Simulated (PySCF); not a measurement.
Structure problem from calculated spectra and properties.

Elements present: B, C, H, O and Si. Monoisotopic mass: 90.0308 u.

| Property | Result |
| --- | --- |
| UV, first state | lowest singlet excitation: 6.74 eV (184 nm, f = 0.147) [TDDFT PBE0/def2-SVPD] |
| Triplet | lowest triplet excitation (Tamm–Dancoff): 5.47 eV [TDA PBE0/def2-SVPD] |
| Polarisability | 65.4 au [PBE0/def2-SVPD] |
| XPS | Si2p3/2 105.9, B1s 197.1, C1s 289.9, O1s 539.3 (×2), Si1s 1845.6 eV [ΔSCF SCAN, pcX-2 on the ionised atom, pcseg-1 elsewhere, spin-free X2C, 2p3/2 from a spin–orbit splitting computed afterwards within the 2p shell] |
| NMR, other nuclei | isotropic shieldings of nuclei other than C and H, by class: 80 (1 B), 215 (2 O), 451 (1 Si) ppm [GIAO HF/pcSseg-2] |
| Rotational structure | rotational constants A, B, C: 6.467, 2.328, 1.781 GHz [PBE0-D3(BJ)/def2-SVP] |
| 13C NMR | chemical shifts (computed TMS as zero) by class: -7.8 (1 C) ppm [GIAO HF/pcSseg-2] |
| 1H NMR | chemical shifts (computed TMS as zero) by class: 3.55 (2 H), 3.16 (2 H), 0.16 (3 H) ppm [GIAO HF/pcSseg-2] |
| Valence photoelectron | vertical ionisation energy: 10.15 eV [ΔSCF PBE0/def2-SVPD] |

Gas-phase values; electronic properties from PySCF, density fitting. Levels stand in brackets. One conformer (not necessarily the lowest) at the PBE0-D3(BJ)/def2-SVP geometry, without solvent, vibrations or thermal averaging. Each NMR value is the plain mean over a class of atoms that symmetry, rotation or inversion makes alike.

Task: Which formula fits the mass and the elements?

Result: CH7BO2Si (calculated 90.0308). No other formula that holds each of these elements comes within 0.0003 u with a fitting electron parity and a possible valence count.

Task: What is the compound? Reason from the data.

Result: Numbering: `[CH3:1][SiH2:2][B:3]([OH:4])[OH:5]`. The one carbon: Si-methyl carbon [C1] (-7.8 ppm). Hydrogen classes from least to most shielded: 2 H on an SiH2 silicon, Si2 (3.55 ppm), 2 H on 2 boron-bound oxygens, O4/O5 (3.16 ppm), 3 H on an Si-methyl carbon, C1 (0.16 ppm). The other shieldings belong to: 80 ppm, three-coordinate boron [B3]; 215 ppm, boron-bound oxygen [O4/O5]; 451 ppm, SiH2 silicon [Si2]. The core levels belong to: Si2p3/2 105.9 eV, SiH2 silicon [Si2]; B1s 197.1 eV, three-coordinate boron [B3]; C1s 289.9 eV, Si-methyl carbon [C1]; O1s 539.3 eV, boron-bound oxygen [O4/O5]; Si1s 1845.6 eV, SiH2 silicon [Si2]. One atom of each topological class was ionised and stands for its class. S1 is mainly HOMO→LUMO (weight 0.91); the largest Löwdin shares of the orbital it empties are 0.32 on the SiH2 silicon, 0.27 on the three-coordinate boron, 0.09 on the Si-methyl carbon and 0.08 on a boron-bound oxygen, of the orbital it fills 0.30 on the three-coordinate boron, 0.20 on a boron-bound oxygen, 0.18 on a boron-bound oxygen and 0.14 on a hydroxyl hydrogen. The optimised geometry has point group C1 and is an asymmetric top. Structure: `C[SiH2]B(O)O`. The assignments are read from this structure; whether some other isomer fits the data as well wasn't checked.

The values belong to the conformer `[CH3:1][SiH2:2][B:3]([OH:4])[OH:5]`: C1–Si2–B3–O4 -165°, H–O4–B3–Si2 -178°, H–O5–B3–Si2 179°.
